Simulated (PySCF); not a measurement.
Simulated C 1s region for `COBC1(OC)CCC1`, binding energy against the vacuum level.

Every computed line was given a Gaussian of 0.6 eV full width at half maximum and an area set by the number of equivalent atoms; the highest printed point is 100. Method used: delta-SCF UKS SCAN, pcX-2 on the ionised atom, pcseg-1 elsewhere, spin-free X2C in PySCF 2.14.0.

binding energy (eV), intensity and a bar:
```
    289.1          0 
    289.2          1 
    289.3          2 #
    289.4          5 ##
    289.5         12 ####
    289.6         25 #######
    289.7         43 #############
    289.8         65 ####################
    289.9         86 ##########################
    290.0         99 ##############################
    290.1        100 ##############################
    290.2         89 ###########################
    290.3         71 #####################
    290.4         53 ################
    290.5         39 ############
    290.6         33 ##########
    290.7         34 ##########
    290.8         37 ###########
    290.9         37 ###########
    291.0         34 ##########
    291.1         28 ########
    291.2         20 ######
    291.3         16 #####
    291.4         15 #####
    291.5         20 ######
    291.6         27 ########
    291.7         34 ##########
    291.8         37 ###########
    291.9         36 ###########
    292.0         31 #########
    292.1         27 ########
    292.2         26 ########
    292.3         29 #########
    292.4         34 ##########
    292.5         37 ###########
    292.6         36 ###########
    292.7         30 #########
    292.8         22 ######
    292.9         13 ####
    293.0          7 ##
    293.1          3 #
    293.2          1 
    293.3          0 
    293.4          0
```

Task: Count the maxima, the lines and the sites behind this envelope.

Result: The curve has 4 maxima (at 290.1, 290.9, 291.8 and 292.5 eV). Under it lie 5 lines from 5 inequivalent carbon sites. At this width some lines have no maximum of their own.

Task: Decompose the envelope and assign each component. Numbering: `[CH3:1][O:2][BH:3][C:4]1([O:5][CH3:6])[CH2:7][CH2:8][CH2:9]1`.

Result: 
| position (eV) | relative area | line | atoms | environment |
| --- | --- | --- | --- | --- |
| 289.99 | 2 | C 1s | C7/C9 | four-membered-ring carbon |
| 290.21 | 1 | C 1s | C8 | four-membered-ring carbon |
| 290.90 | 1 | C 1s | C4 | sp3 carbon bound to oxygen |
| 291.81 | 1 | C 1s | C6 | methoxy carbon |
| 292.54 | 1 | C 1s | C1 | methoxy carbon |

Task: What are the centre and the root-mean-square width of the whole band?

Result: The area-weighted mean of the lines is 290.91 eV. Their own spread about it is 0.97 eV (rms) and each Gaussian has σ = 0.6/2.355 = 0.25 eV; the variances add, which gives 1.00 eV.

The listed C 1s values span 2.55 eV, from C7/C9 (bonded to 2 C and 2 H) to C1 (bonded to O and 3 H). The widest gap between neighbouring values is 0.91 eV, between 290.90 and 291.81 eV.

The curve has no shake-up lines and no vibrational structure. One atom of each set of topologically equivalent atoms was ionised and stands for the set; in this conformer not all members are related by symmetry, and their own values weren't computed. Isolated species at its PBE0-D3(BJ)/def2-SVP geometry (one conformer only).

The values belong to the conformer `[CH3:1][O:2][BH:3][C:4]1([O:5][CH3:6])[CH2:7][CH2:8][CH2:9]1`: C1–O2–B3–C4 174°, O2–B3–C4–O5 160°, B3–C4–O5–C6 -67°.
